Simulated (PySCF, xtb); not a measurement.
I4Se, SMILES I[Se+](I)(I)I, charge +1, multiplicity 2. Atoms are numbered in the order given.

```xyz
5

Se     0.0000     0.0000     0.0000
I     -1.4932     1.4932     1.4932
I      1.4932     1.4932    -1.4932
I      1.4932    -1.4932     1.4932
I     -1.4932    -1.4932    -1.4932
```
Charge +1, spin multiplicity 2.

Geometry: PBE0-D3(BJ)/def2-SVP. The def2 effective core potentials stand for the cores of I; spin–orbit coupling is left out.

The numbers are results of C-PCM-PBE0/def2-SVP (PySCF), not measurements.

The values are the electrostatic part of the solvation free energy, E(continuum) − E(gas) at the gas-phase geometry, in a cavity of scaled van der Waals radii (PySCF's table); cavitation and dispersion terms are not included.

```tsv
solvent	ε	ΔG(elec) (kcal/mol)
water	78.36	…
dimethylsulfoxide	46.83	-48.4
2-propanol	19.26	-46.9
```

### Question
Complete the blanks. (Estimate from the structure and the level; the computed values follow.)

### Answer

- water, ΔG(elec) (kcal/mol): -48.8

For comparison, GFN2-xTB/ALPB(water) (xtb, at the GFN2-xTB geometry, all terms of that model) gives -38.5 kcal/mol.
